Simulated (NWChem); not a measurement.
System meant: SrHOCl; SMILES [OH][Sr][Cl]

NWChem input:

```
start job
memory heap 200 mb stack 900 mb global 1100 mb
geometry units angstroms noautoz
  Sr    -0.037144     0.217020    -0.012214
  Cl    -0.145898    -2.422598    -0.026110
  O      1.169218     1.978052     0.087773
  H      1.800045     2.698915     0.104812
end
basis spherical
  * library def2-svp
end
dft
  xc pbe0
  iterations 150
  mulliken
end
task dft energy
```

End of the output:

```
             Grid Information
             ----------------
          Grid used for XC integration:  medium
          Radial quadrature: Mura-Knowles
          Angular quadrature: Lebedev.
          Tag              B.-S. Rad. Rad. Pts. Rad. Cut. Ang. Pts.
          ---              ---------- --------- --------- ---------
          Sr                  2.00      123          10.0       590
          Cl                  1.00       88          13.0       590
          O                   0.60       49          11.0       434
          H                   0.35       45          12.0       434
          Grid pruning is: on
          Number of quadrature shells:   305
          Spatial weights used:  Erf1

          Convergence Information
          -----------------------
          Convergence aids based upon iterative change in
          total energy or number of iterations.
          Levelshifting, if invoked, occurs when the
          HOMO/LUMO gap drops below (HL_TOL):  1.00D-02
          DIIS, if invoked, will attempt to extrapolate
          using up to (NFOCK): 10 stored Fock matrices.

                    Damping( 0%)  Levelshifting(0.5)       DIIS
                  --------------- ------------------- ---------------
          dE  on:    start            ASAP                start
          dE off:    2 iters        150 iters           150 iters

      Screening Tolerance Information
      -------------------------------
          Density screening/tol_rho:  1.00D-10
          AO Gaussian exp screening on grid/accAOfunc:  14
          CD Gaussian exp screening on grid/accCDfunc:  20
          XC Gaussian exp screening on grid/accXCfunc:  20
          Schwarz screening/accCoul:  1.00D-08

      Superposition of Atomic Density Guess
      -------------------------------------

      charge =      38.0 Sr (Strontium)

      symmetry species            s     p     d     f
      number of basis functions = 6     6     5
      number of cont. functions = 4     3     2
      number of closed shells   = 5     3     1
      number of open shells     = 0     0     0
      open shell occupation     = 0     0     0
 ------------------------------------------------------------------------
 atomscf:atomd: error in atom scf                   0
 ------------------------------------------------------------------------
 ------------------------------------------------------------------------
  current input line :
    17: task dft energy
 ------------------------------------------------------------------------
 ------------------------------------------------------------------------
 This error has not yet been assigned to a category
 ------------------------------------------------------------------------
 For more information see the NWChem manual at https://nwchemgit.github.io

0:atomscf:atomd: error in atom scf:Received an Error in Communication
```

**Question.** Can this run be used? If not, why, and what is the fix?

**Answer.** The run crashed. Cause: the def2 basis of a heavy element holds valence functions alone and wants its effective core potential (without it all electrons must fit into that basis). This input runs:
```
start job
memory heap 200 mb stack 900 mb global 1100 mb
geometry units angstroms noautoz
  Sr    -0.037144     0.217020    -0.012214
  Cl    -0.145898    -2.422598    -0.026110
  O      1.169218     1.978052     0.087773
  H      1.800045     2.698915     0.104812
end
basis spherical
  * library def2-svp
end
ecp
  Sr library def2-ecp
end
dft
  xc pbe0
  iterations 150
  mulliken
end
task dft energy
```
It converges to -566.42363 Ha (PBE0/def2-SVP with def2 effective core potentials on Sr).
